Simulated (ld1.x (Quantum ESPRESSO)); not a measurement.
## u(r) = r·R(r): atom against pseudo-atom (chromium (Cr))

Columns: radius, all-electron u(r) and pseudo u(r) of the 3p shell (level -45.35 eV) of chromium in the configuration [Ne] 3s2 3p6 3d5 4s1 4p0; LDA (PZ), scalar-relativistic, RRKJ scheme, ld1.x (Quantum ESPRESSO) 7.5.

```json
{"r (bohr)": "0.070", "all-electron": "0.3302", "pseudo": "-0.0198"}
{"r (bohr)": "0.140", "all-electron": "0.5619", "pseudo": "-0.0782"}
{"r (bohr)": "0.210", "all-electron": "0.4871", "pseudo": "-0.1720"}
{"r (bohr)": "0.280", "all-electron": "0.2270", "pseudo": "-0.2955"}
{"r (bohr)": "0.350", "all-electron": "-0.0954", "pseudo": "-0.4402"}
{"r (bohr)": "0.420", "all-electron": "-0.4038", "pseudo": "-0.5948"}
{"r (bohr)": "0.490", "all-electron": "-0.6606", "pseudo": "-0.7462"}
{"r (bohr)": "0.560", "all-electron": "-0.8534", "pseudo": "-0.8812"}
{"r (bohr)": "0.630", "all-electron": "-0.9836", "pseudo": "-0.9882"}
{"r (bohr)": "0.700", "all-electron": "-1.0590", "pseudo": "-1.0598"}
{"r (bohr)": "0.770", "all-electron": "-1.0901", "pseudo": "-1.0936"}
{"r (bohr)": "0.840", "all-electron": "-1.0871", "pseudo": "-1.0926"}
{"r (bohr)": "0.910", "all-electron": "-1.0593", "pseudo": "-1.0637"}
{"r (bohr)": "0.980", "all-electron": "-1.0144", "pseudo": "-1.0163"}
{"r (bohr)": "1.050", "all-electron": "-0.9584", "pseudo": "-0.9586"}
{"r (bohr)": "1.120", "all-electron": "-0.8959", "pseudo": "-0.8959"}
{"r (bohr)": "1.190", "all-electron": "-0.8305", "pseudo": "-0.8305"}
{"r (bohr)": "1.260", "all-electron": "-0.7646", "pseudo": "-0.7646"}
{"r (bohr)": "1.330", "all-electron": "-0.6999", "pseudo": "-0.6999"}
{"r (bohr)": "1.400", "all-electron": "-0.6378", "pseudo": "-0.6378"}
{"r (bohr)": "1.470", "all-electron": "-0.5789", "pseudo": "-0.5789"}
{"r (bohr)": "1.540", "all-electron": "-0.5238", "pseudo": "-0.5238"}
{"r (bohr)": "1.610", "all-electron": "-0.4726", "pseudo": "-0.4726"}
{"r (bohr)": "1.680", "all-electron": "-0.4254", "pseudo": "-0.4254"}
{"r (bohr)": "1.750", "all-electron": "-0.3821", "pseudo": "-0.3821"}
{"r (bohr)": "1.820", "all-electron": "-0.3426", "pseudo": "-0.3426"}
```

Problem. How many radial nodes do the two functions have?

Solution. The all-electron 3p function has n − l − 1 = 1; the pseudo-wave has 0, since the states of the same l below it are removed with the core.

Problem. At about which radius was the pseudo-wave matched?

Solution. 1.10 bohr, where the columns begin to agree (steps of 0.07 bohr).

Problem. Is the pseudo-wave norm-conserving?

Solution. Yes: the RRKJ scheme keeps the norm inside the radius equal to the all-electron one, which fixes the energy derivative of the logarithmic derivative at the level.
